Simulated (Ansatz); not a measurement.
Sn, charge +1, doublet (all electrons, no relativity). Base run: Ansatz (a first-principles code) with B3LYP/STO-3G.

The Ansatz input:
Ansatz 0.2 input:
```yaml
crystal:
  periodic: [false, false, false]
  atoms:
    - {symbol: Sn, position_ang: [0.00000000, 0.00000000, 0.00000000]}
basis:
  gaussian:
    orbitals: STO-3G
hamiltonian:
  xc: b3lyp
total_charge: 1
magnetization: {spin_polarized: true, initial_magnetization: 1}
```

Each row names what was changed in the base input (with any setting that the change needs).

| change | ΔE vs base (kcal/mol) |
|---|---|
| base | 0.000 |
| final_grid = 10, 20, 41 | 0.000 |
| nuclear_model = gaussian | 30.14 |
| lower_state_search = off | 0.000 |
| final_grid = 14, 28, 59 | 0.000 |
| final_grid = 4, 8, 17 | 0.310 |
| lower_state_search = full | 0.000 |
| point_charge = charge:-1.0 position_ang:-1.2393, -2.5166, -1.0635 | -122.0 |
| forces = on | 0.000 |
| final_grid = 6, 12, 29 | -0.008 |
